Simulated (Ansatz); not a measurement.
System: CH6NSi, charge 0, doublet. CH6NSi (SMILES [SiH3]N[CH2], doublet).
B3LYP-D3(BJ)/def2-TZVP minimum from Ansatz (a quantum-chemistry and plane-wave program):
```
N
H 1 1.0075
C 1 1.3859 2 115.21
H 3 1.0782 1 119.04 2 -12.96
H 3 1.0792 4 120.19 1 161.50
Si 1 1.7348 2 118.69 3 171.59
H 6 1.4790 1 106.31 2 12.73
H 6 1.4822 7 110.93 1 -119.39
H 6 1.4845 7 109.82 8 -118.65
```
Charge 0, spin multiplicity 2.

Total energies in cc-pV(D+d)Z, 19 correlated electrons, 7 frozen orbitals. Radicals and triplets start from unrestricted determinants; spin-orbit coupling is neglected. Cores are frozen in correlated methods. No relativity.

```csv
method,program,energy (Eh),minus CCSDT(Q) (mEh)
HF,Ansatz,-384.71934,454.44
MP2,Ansatz,-385.11296,60.83
CCSD,Ansatz,-385.16082,12.97
CCSD(T),Ansatz,-385.17202,1.77
CCSDT(Q),Ansatz,-385.17378,0.00
```

Rough core times of Ansatz's runs on a shared machine: CCSD(T) under 20 s, CCSDT(Q) 60 min.
